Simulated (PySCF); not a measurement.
Delta-SCF ions had no search for a lower state. Excitations are Tamm–Dancoff values on a coarser integration grid. The basis has no diffuse functions, so Rydberg states are missing or too high.

H₆B₂Si, SMILES `BB[SiH3]` (charge 0, multiplicity 1)

Computed with M06-2X/def2-TZVP // B3LYP-D3(BJ)/def2-TZVP (PySCF).

The HOMO is -9.09 eV. The dipole moment is 0.33 D, the HOMO–LUMO gap is 7.90 eV and the LUMO is -1.20 eV. The S1 excitation (TDA) comes out as 3.97 eV and the S1 oscillator strength is 0.001. The T1 excitation (TDA) comes out as 3.38 eV. The S1–T1 gap (TDA) is 0.58 eV and the vertical ionisation energy (Delta-SCF) is 10.21 eV. The total energy is -342.6927 Ha and the cost is roughly 6 core-minutes.

```xyz
9

B     -1.7521    -0.0134     0.0302
B     -0.3496    -0.4162    -0.6464
Si     1.3677     0.1821     0.2472
H     -2.2651    -0.6912     0.8727
H     -2.2963     1.0244    -0.2130
H     -0.1945    -1.0480    -1.6469
H      2.1738    -1.0211     0.5825
H      1.1775     0.9707     1.4884
H      2.1386     1.0129    -0.7147
```
Charge 0, spin multiplicity 1.
